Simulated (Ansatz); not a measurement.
Saddle point of Si$_{2}$NH$_{8}$O$_{2}$F$_{3}$, singlet (Si₂H₄O₂F₂ ([OH][Si]([F])([F])[O][SiH3]) + NH₃ + HF → SiNH₃OF₂ ([NH2][Si]([OH])([F])[F]) + SiH₄O ([OH][SiH3]) + HF; bonds formed: O2–H9, H7–F10; dative contacts that become bonds: Si1–N8; bonds broken: Si1–O2, H7–N8, H9–F10), PBE0-D4/def2-TZVP structure:

```
atom    x (Å)    y (Å)    z (Å)
 Si1  -0.9882  -0.0585   0.4874
  O2   0.6081   0.0569  -0.6716
 Si3   0.7315   0.7951  -2.1699
  F4  -1.3169   1.3751  -0.1573
  F5  -1.4118  -1.3001  -0.4186
  O6  -2.1822  -0.1150   1.6400
  H7   1.1655  -1.0599   1.2662
  N8   0.2821  -0.3218   1.7485
  H9   1.2963  -0.6626  -0.3682
 F10   1.9353  -1.5269   0.5144
 H11   1.9049   0.1842  -2.8376
 H12   0.9453   2.2475  -1.9810
 H13  -0.5047   0.5468  -2.9428
 H14  -3.0857  -0.0587   1.3264
 H15   0.7757   0.5411   1.9590
 H16  -0.1552  -0.6433   2.6052
```

Energies are electronic, without zero-point energy. Barriers and step energies count from the start structure reached by relaxing down the imaginary mode; all methods use the PBE0-D4 structures, on which another method's saddle can fall below an end. Ansatz 0.2.0; basis: def2-TZVPP, with def2-QZVPP for the basis limit; cores frozen in the correlated methods. B3LYP uses VWN-RPA correlation. Extrapolation: Hartree–Fock as exp(−7.88 √X), correlation as X^−2.97.

| method | barrier (kJ/mol) | step energy (kJ/mol) |
| --- | --- | --- |
| SPW92 | 69.5 | 90.4 |
| PBE-D4 | 90.6 | 64.7 |
| BLYP-D4 | 97.3 | 55.4 |
| r2SCAN-D4 | 100.6 | 73.6 |
| B97M-V | 118.7 | 71.4 |
| PBE0-D4 | 103.6 | 70.0 |
| B3LYP-D4 | 106.6 | 61.3 |
| r2SCAN0-D4 | 109.6 | 75.8 |
| BHLYP-D4 | 121.8 | 68.5 |
| CAM-B3LYP-D4 | 106.4 | 68.0 |
| wB97X-V | ? | 72.7 |
| wB97M-V | 111.8 | 73.8 |
| B2PLYP | ? | 64.9 |
| PBE-QIDH | ? | 76.6 |
| RPA on PBE | 115.9 | 74.1 |
| HF | 152.5 | 51.8 |
| MP2 | 114.2 | 74.8 |
| CCSD | 124.4 | 72.5 |
| CCSD(T) | 118.2 | 75.1 |

**Question.** Fill in the withheld barriers. (An estimate is asked for; the value comes from the calculation.)

**Answer.** By the calculation: wB97X-V 110.9; B2PLYP 111.6; PBE-QIDH 113.3 kJ/mol. Each is the energy of the saddle less that of the start structure, by the same method.

For comparison, the barrier by CCSD(T) at an estimated basis limit (MP2 extrapolated from triple and quadruple zeta, plus CCSD(T) − MP2 in triple zeta) is 118.3 kJ/mol.

No T1 diagnostic of these runs exceeds 0.012.

Labels in which every atom is bracketed show which atoms are joined, not bond orders.

For scale, one of the runs: CCSD(T)/def2-TZVPP, 382 basis functions, launched by `ansatz run in.yaml --threads 4 --pin off --events-out ev --progress --plain --max-ram 46080MiB --backend cuda --devices 0, --max-vram 37GiB`. Hardware: 4 CPU threads of an AMD EPYC 7R13 and a share of one NVIDIA H100, shared host. Wall time 21 s; peak host memory 0.92 GiB.
